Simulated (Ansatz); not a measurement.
Total energies of C$_{3}$H$_{2}$F$_{4}$, SMILES `FCC(F)=C(F)F`.

Cartesian coordinates in Å:
```
F 1.135 -1.641 0.743
C 0.547 -0.402 0.928
C -0.487 -0.148 -0.091
F -1.627 -0.838 0.031
C -0.373 0.704 -1.100
F 0.696 1.428 -1.326
F -1.307 0.934 -1.983
H 1.324 0.363 0.875
H 0.093 -0.399 1.923
```

Total charge 0; spin multiplicity 1. All single points use the PBE0-D4/def2-TZVP geometry. It is one conformer, not always the lowest. Basis def2-TZVPP, Ansatz.

RPA on PBE orbitals: Hartree–Fock energy of these orbitals -512.60076 Eh, correlation -2.21347 Eh (frozen core).

```json
{"functional": "PBE", "kind": "GGA", "energy without D4 (Eh)": "-514.55050", "D4 term (kJ/mol)": "-15.2"}
{"functional": "revPBE", "kind": "GGA", "energy without D4 (Eh)": "-514.89829", "D4 term (kJ/mol)": "-53.8"}
{"functional": "BLYP", "kind": "GGA", "energy without D4 (Eh)": "-514.99685", "D4 term (kJ/mol)": "-34.3"}
{"functional": "r2SCAN", "kind": "meta-GGA", "energy without D4 (Eh)": "-514.83686", "D4 term (kJ/mol)": "-3.9"}
{"functional": "B97M-V", "kind": "meta-GGA with VV10", "energy without D4 (Eh)": "-514.92371", "D4 term (kJ/mol)": "–"}
{"functional": "PBE0", "kind": "global hybrid, 25 % exact exchange", "energy without D4 (Eh)": "-514.55106", "D4 term (kJ/mol)": "-12.6"}
{"functional": "r2SCANh", "kind": "meta-GGA hybrid, 10 %", "energy without D4 (Eh)": "-514.80783", "D4 term (kJ/mol)": "-4.0"}
{"functional": "r2SCAN0", "kind": "meta-GGA hybrid, 25 %", "energy without D4 (Eh)": "-514.76623", "D4 term (kJ/mol)": "-4.4"}
{"functional": "BHLYP", "kind": "global hybrid, 50 %", "energy without D4 (Eh)": "-514.84660", "D4 term (kJ/mol)": "-16.3"}
{"functional": "CAM-B3LYP", "kind": "range-separated hybrid", "energy without D4 (Eh)": "-514.91886", "D4 term (kJ/mol)": "-12.5"}
{"functional": "LC-ωPBE", "kind": "long-range corrected hybrid", "energy without D4 (Eh)": "-514.76988", "D4 term (kJ/mol)": "–"}
{"functional": "ωB97X-V", "kind": "range-separated hybrid GGA with VV10", "energy without D4 (Eh)": "-514.89788", "D4 term (kJ/mol)": "–"}
{"functional": "ωB97M-V", "kind": "range-separated hybrid meta-GGA with VV10", "energy without D4 (Eh)": "-514.93080", "D4 term (kJ/mol)": "–"}
{"functional": "PBE-QIDH", "kind": "double hybrid", "energy without D4 (Eh)": "-514.47880", "D4 term (kJ/mol)": "–"}
```

(1) Give the same for LDA (SPW92), B3LYP, HSE06 (plane-wave form), B2PLYP. (Estimate.)

B3LYP takes the VWN-RPA correlation (the form of Gaussian; ORCA's B3LYP/G). HSE06 is the plane-wave form, built on full-range PBE exchange. The double hybrids freeze the cores in their second-order part.

Results:

(1) Computed: 
| functional | kind | energy without D4 (Eh) | D4 term (kJ/mol) |
| --- | --- | --- | --- |
| LDA (SPW92) | LDA | -511.49467 | – |
| B3LYP | global hybrid, 20 % | -515.06605 | -24.1 |
| HSE06 (plane-wave form) | screened hybrid | -514.52934 | -11.6 |
| B2PLYP | double hybrid | -514.75355 | – |

LC-ωPBE has ω = 0.4 bohr⁻¹.
